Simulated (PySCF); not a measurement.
Cl2H2SSi, SMILES S[SiH](Cl)Cl.

Coordinates come from a r2SCAN-D4/def2-SVP optimisation. The values are those of a single conformer.

The numbers are results of TDDFT-B3LYP/def2-SVPD (PySCF), not measurements.

Vertical excitations. The molecule is in vacuum.

```csv
state,energy (eV),λ (nm),f,main pairs
S1,5.96,208,0.004,"HOMO→LUMO 80 %, HOMO→LUMO+1 16 %"
S2,6.36,195,0.018,"HOMO→LUMO+1 82 %, HOMO→LUMO 14 %"
S3,6.45,192,0.021,HOMO→LUMO+2 98 %
S4,6.94,179,0.017,HOMO→LUMO+3 82 %
S5,7.35,169,0.046,HOMO−1→LUMO 72 %
S6,7.46,166,0.002,"HOMO−1→LUMO+1 64 %, HOMO−1→LUMO+2 21 %"
S7,7.50,165,0.010,HOMO−2→LUMO 88 %
S8,7.66,162,0.038,HOMO→LUMO+4 79 %
S9,7.71,161,0.028,"HOMO−1→LUMO+2 48 %, HOMO−1→LUMO+1 28 %, HOMO−3→LUMO 11 %"
S10,7.78,159,0.018,HOMO−3→LUMO 69 %
T1,5.56,223,0,"HOMO→LUMO 81 %, HOMO→LUMO+1 12 %"
T2,5.90,210,0,"HOMO→LUMO+1 61 %, HOMO→LUMO+2 22 %, HOMO→LUMO 11 %"
T3,6.32,196,0,"HOMO→LUMO+2 74 %, HOMO→LUMO+1 22 %"
T4,6.52,190,0,HOMO→LUMO+3 81 %
```
Triplets are in the Tamm–Dancoff approximation, which puts them higher than full response would, so one can lie above its singlet here.
